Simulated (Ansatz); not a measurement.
Molecule: NaF, net charge 1, doublet state. 
Coordinates optimised at B3LYP-D3(BJ)/def2-TZVP (Ansatz, a quantum-chemistry and plane-wave program):
```
Na
F 1 2.4971
```
Charge +1, spin multiplicity 2.

**Question.** Give the harmonic wavenumbers at B3LYP-D3(BJ)/def2-TZVP (Ansatz, finite differences of forces, unscaled).

**Answer.** 136 cm⁻¹. Zero-point energy 0.2 kcal/mol.

**Question.** From these and the geometry, give the ideal-gas thermochemistry at 298.15 K and 1 atm (rigid rotor, harmonic oscillator).

**Answer.** Point group C∞v, rotational symmetry number 1. Rotational constants 7.792, 7.792 GHz. S(trans) 37.13, S(rot) 15.26, S(vib) 2.87, S(elec, spin only) 1.38, S 56.6 cal/(mol K). H(298) - H(0) 2.49 kcal/mol; G - E(el) -14.2 kcal/mol.
